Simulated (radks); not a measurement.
Question: The mean radii <r> (bohr) of the occupied orbitals of an atom or ion are listed with their occupations. Calculated with a radial shooting solver on a logarithmic mesh with Libxc functionals: scalar-relativistic Kohn-Sham, SOGGA, spin-polarised, spherical densities, finite nucleus; Fermi nuclear charge, rms radius of each element as measured or else 0.836 A^(1/3) + 0.57 fm.

orbital  occ.      <r>
1s up       1  0.06965
1s down     1  0.06964
2s up       1   0.3245
2s down     1   0.3242
2p up       3   0.2891
2p down     3   0.2890
3s up       1   0.9374
3s down     1   0.9392
3p up       3   0.9696
3p down     1   0.9726
4f up       2    2.941

Name the element and its charge. Open shells, if any, are filled with parallel spins first.

Answer: Z = 22, titanium, charge +4: Ti4+ in [Ne] 3s2 3p4 4f2. The 1s radius gives Z: for a bare nucleus <r> = (2 gamma + 1)/(2Z) with gamma = sqrt(1 - (Z/c)^2), 0.06759 bohr for Z = 22, and screening makes it slightly larger (0.06965 here). The occupations add up to 18, and the charge is Z minus that.
